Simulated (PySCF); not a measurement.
# UHF on Te(2+) (tellurium, charge +2)

Configuration: [Kr] 4d10 5s2 5p2, high-spin 3P determinant. Computed with PySCF 2.14 in aug-cc-pwCVTZ-PP with ECP28MDF (8s7p6d4f1g, 96 functions), with scalar relativity through the core potential.

| Property | Result |
| --- | --- |
| Total energy | -266.048258 hartree |
| One-electron energy | -450.2123 hartree |
| Hartree (Coulomb) energy | 203.4494 hartree |
| Exchange energy | -19.2854 hartree |
| ⟨S²⟩ | 2.0084 |
| ⟨L²⟩ | 2.024 |
| Sum of ⟨r⟩ | 25.03 bohr |
| Sum of ⟨r²⟩ | 38.38 bohr² |
| Traceless quadrupole moment −½Σ⟨3z² − r²⟩ along its main axis | 2.53 e·bohr² |

| shell | electrons | mean orbital energy (hartree) | spread (hartree) | rms radius, mean of both spins (bohr) |
| --- | --- | --- | --- | --- |
| 4s α | 1 | -7.85179 | 0 | 0.820 |
| 4s β | 1 | -7.83560 | 0 | 0.820 |
| 4p α | 3 | -5.81548 | 0.00208 | 0.882 |
| 4p β | 3 | -5.79942 | 0.02522 | 0.882 |
| 4d α | 5 | -2.66828 | 0.01444 | 1.04 |
| 4d β | 5 | -2.65516 | 0.02753 | 1.04 |
| 5s α | 1 | -1.45492 | 0 | 2.14 |
| 5s β | 1 | -1.26909 | 0 | 2.14 |
| 5p α | 2 | -1.00547 | 0 | 2.50 |

Energies and moments cover only the electrons outside the core potential.
